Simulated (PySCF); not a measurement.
**Shifts of the heteroatoms**

Bonds (- single, = double, # triple, : aromatic): C1-C2, C2:C3, C3:P4, P4:C5, C5-C6, C6-C7, C7-C8, C5:O9, O9:C2, C8-C6. C1 carries H10, H11, H12; C3 carries H13; C6 carries H14; C7 carries H15, H16; C8 carries H17, H18. H16, H18 are cis to C5 on the ring; H15, H17 are trans to C5 on the ring.

- NMR shieldings at PBE0/pcSseg-1/GIAO
- coordinates at the GFN2-xTB level
- run in PySCF
- relativity neglected, gas phase, averaged over atoms made equivalent by symmetry, fast rotation or ring inversion, single conformer

Question: Predict the ³¹P NMR data.

Answer: 
```json
{"atoms": "P4", "environment": "phosphorus bonded to 2 C, in a 5-membered ring", "σ (ppm)": "223.3", "δ (ppm)": "85.1"}
```

Shieldings were converted by a linear fit to measured shifts: ³¹P: δ = 270.09 − 0.828σ (rms 18.1 ppm, 64 shifts vs H3PO4, solution or neat liquid). A few per cent of atoms miss by over 2 rms, more outside the fitted compound classes.

On a 400 MHz spectrometer ³¹P resonates near 161.9 MHz, so 1 ppm is 161.9 Hz.

Question: Where does ¹⁷O resonate?

Answer: 
```
atoms           environment  σ (ppm)  δ (ppm)
   O9  aromatic ring oxygen    -30.5    294.5
```

Shieldings were converted by a linear fit to measured shifts: ¹⁷O (scatter 10.7 ppm rms, 12.2 ppm with the 3 outliers that the fit left out vs liquid water, solution or neat liquid). A few per cent of atoms miss by over 2 rms, more outside the fitted compound classes.

On a 600 MHz spectrometer ¹⁷O resonates near 81.3 MHz, so 1 ppm is 81.3 Hz.
